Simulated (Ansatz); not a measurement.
```xyz
12

C    -0.6210    1.8178    0.2259
N    -0.4715    0.4907   -0.3299
Si    0.3309   -0.8063    0.4033
N     0.7606   -1.9135   -0.8131
F    -0.5318   -1.6917    1.4273
H    -0.4481    2.5892   -0.5308
H     0.1186    1.9670    1.0159
H    -1.6103    1.9862    0.6663
H    -1.0965    0.2889   -1.0946
H     1.3944   -0.2086    1.2469
H     0.8805   -2.8894   -0.6002
H     1.2941   -1.6304   -1.6170
```

Charge 0, multiplicity 1.

(1) List the CAM-B3LYP/def2-TZVPP orbital energies in eV (Ansatz 0.2.0). (Best estimate.)

## Answers

(1) Computed: Occupied: -1801.56, -672.75, -391.01, -390.88, -279.46, -145.94, -101.33, -101.27, -101.25, -33.90, -26.25, -25.25, -20.37, -17.00, -15.58, -15.14, -14.33, -13.96, -13.55, -13.39, -12.82, -11.81, -11.24, -9.11, -8.57. Lowest empty: 1.84, 2.03, 2.73, 3.04, 3.64, 3.76, 4.13, 4.30.
